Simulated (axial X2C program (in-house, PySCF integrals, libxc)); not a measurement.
# SnO⁺: nuclear properties from DFT to coupled cluster

Calculated with an axial X2C code built on PySCF integrals: two-component X2C with atomic mean-field Coulomb and Gaunt terms, Gaussian nuclei, basis Sn dyall-acv3z, O dyall-av3z with contracted cores.

R = 1.978 Å (near the PBE0 minimum at charge 1 of the determinant lowest at the starting distance; the state shown can have its own minimum elsewhere); state Ω = 3/2 (⟨Sz⟩ = 0.50, ⟨Lz⟩ = 1.00 at PBE0).

```tsv
level	Eeff magnitude (GV/cm)	Ws magnitude Sn (kHz)	A∥/gI Sn (MHz)	qzz Sn (a.u.)	A∥/gI O (MHz)
PBE0	0.0863	0.0305	99	-6.92	189
HF	0.469	0.195	65.8	-7.59	217
B3LYP	0.0984	0.034	103	-6.73	191
```

Eeff is the effective electric field on the electron electric dipole moment in this Ω state and Ws the scalar–pseudoscalar constant of the nucleus named (defined with the proton number Z and per Ω); A∥ (defined per Ω) follows by multiplying with gI = μI/(I μN); qzz is the electric field gradient, eQq0 = 234.96 MHz × Q/barn × qzz. The operators were transformed with the bare-nucleus X2C matrices; with these basis sets, hyperfine constants and field gradients can be off by tens of per cent, and where levels differ in sign neither size nor sign is settled.

Finite-field MP2, CCSD and CCSD(T), with 19 electrons correlated in 130 natural virtual spinors (MP2 remainder added):

```csv
level,Eeff magnitude (GV/cm),Ws magnitude Sn (kHz),A∥/gI Sn (MHz),qzz Sn (a.u.),A∥/gI O (MHz)
MP2,0.775,0.304,73.2,-6.76,194
CCSD,0.0444,0.0142,63.9,-6.98,198
CCSD(T),0.0517,0.0143,70.6,-6.77,194
```

T1 = 0.018 (Lee–Taylor). One unrestricted determinant, the lowest of a limited PBE0 search, is the reference; the functionals treat spin collinearly. The sign of Eeff is opposite to CCSD(T) at MP2. Eeff spreads by more than a factor of two over the levels. Correlation of the inner shells is missing, which matters for properties at the nucleus. Number of frozen shells: Sn 4 s, 3 p, 1 d; O 1 s.

Q: By how much does correlation change each value, CCSD(T) against HF?

A: Eeff magnitude -89 %; Ws magnitude Sn -93 %; A∥/gI Sn 7 %; qzz Sn -11 %; A∥/gI O -11 %.
